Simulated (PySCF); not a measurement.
Excitations are Tamm–Dancoff values on a coarser integration grid. The basis has no diffuse functions, so Rydberg states are missing or too high.

Cartesian coordinates (Å):
```xyz
10

N     -0.9995    -1.4654    -0.0431
Al     0.0000     0.0000    -0.0001
N     -0.7689     1.5989    -0.0133
N      1.7684    -0.1336     0.0562
H     -1.9957    -1.4891     0.1017
H     -0.6539    -2.3953    -0.2157
H     -1.7390     1.7714    -0.2206
H     -0.2991     2.4671     0.1858
H      2.2776    -0.9818     0.2436
H      2.4100     0.6277    -0.0944
```
Charge 0, multiplicity 1.

Question: Predict the brightest of the four lowest singlets (TDA), S1 excitation (TDA), total energy, S1 oscillator strength and S1–T1 gap (TDA) from PBE-D3(BJ)/def2-TZVP // B3LYP-D3(BJ)/def2-TZVP (PySCF 2.14.0).

Answer: 
```json
{
  "brightest of the four lowest singlets (TDA)": "5.75 eV",
  "S1 excitation (TDA)": "4.87 eV",
  "total_energy": "-410.1557 Ha",
  "S1 oscillator strength": "0.004",
  "S1–T1 gap (TDA)": "0.23 eV"
}
```
